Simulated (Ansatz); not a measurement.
C4H11As⁺, that is AsH2(tBu) with one electron fewer. The state is a doublet with charge 1. Geometry PBE-D4/def2-SVP, that of the neutral singlet; atoms count from 1.

```xyz
16

As    0.327   -0.148    2.048
H     1.260   -1.367    1.888
H     1.528    0.820    2.004
C    -0.094    0.008    0.065
C    -0.777    1.369   -0.136
C    -1.066   -1.132   -0.272
C     1.170   -0.091   -0.795
H    -1.083    1.491   -1.199
H    -1.690    1.471    0.487
H    -0.099    2.212    0.113
H    -1.984   -1.092    0.350
H    -0.599   -2.128   -0.126
H    -1.380   -1.065   -1.337
H     1.688   -1.061   -0.655
H     1.892    0.717   -0.560
H     0.908   -0.003   -1.874
```

Question: Estimate the Mulliken populations from the PBE0/def2-TZVP orbitals of Ansatz.

Answer: 
```tsv
atom	charge (e)	spin (α − β)
As1	0.30	0.66
H2	0.16	0.00
H3	0.16	0.00
C4	-0.14	0.18
C5	-0.35	0.01
C6	-0.35	0.01
C7	-0.35	0.03
H8	0.18	0.02
H9	0.17	0.00
H10	0.17	0.00
H11	0.17	0.00
H12	0.17	0.00
H13	0.18	0.02
H14	0.17	0.00
H15	0.17	0.00
H16	0.20	0.06
```
Mulliken values depend strongly on the basis.

Question: Where does the spin sit?

Answer: Summed by element: As 0.66, H 0.11, C 0.23, of 1 unpaired in all. Largest on single atoms: As1 0.66, C4 0.18, H16 0.06.

Question: And the Mayer bond orders between heavy atoms (over 0.3)?

Answer: As1–C4 0.82 (2.03 Å); C4–C5 1.01 (1.54 Å); C4–C6 1.01 (1.54 Å); C4–C7 1.02 (1.53 Å).
